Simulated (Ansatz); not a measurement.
Reaction (redistribution): `[OH][Sn][O][SiH3]` + `COB(O)Br` → `[OH][Sn][Br]` + `COB(O)O[SiH3]`

Calculated with Ansatz (gas phase, PBE0-D4/def2-TZVP geometries, no zero-point term in ΔE). CCSD(T)/CBS is the MP2 limit (def2-TZVPP, def2-QZVPP) plus CCSD(T) − MP2 in def2-TZVPP, frozen cores. def2 core potentials past Kr. For Br, Sn outer-core shells are correlated without core-valence functions, which leaves a few kJ/mol of doubt a bond. Scalar relativity is left out up to krypton. Each species was taken in one conformer, which may not be the lowest.

```
         level  ΔE (eV)
 HF/def2-TZVPP    -1.20
CCSD/CBS(def2)    -0.95
```

**Question.** What does CCSD(T)/CBS give? (Estimate.)

**Answer.** Ansatz gave: -0.91 eV. The listed levels differ from it by -0.29, -0.04 eV.

Largest T1 diagnostic among the species: 0.016.

In def2-TZVPP, CCSD(T) changes the Hartree–Fock value by +0.32 eV (the triples alone add +0.05 eV) and MP2 by +0.38 eV. The D4 term adds +0.04 eV with B3LYP and +0.02 eV with PBE0; it sums over pairs of atoms, weighted by their polarisabilities, and B3LYP, whose exchange is more repulsive, gets the larger term. From PBE to PBE0 (25 % exact exchange), in def2-TZVPP and without D4, ΔE moves by −0.08 eV.

B3LYP here is the variant with VWN-RPA as its local correlation; programs differ in this.
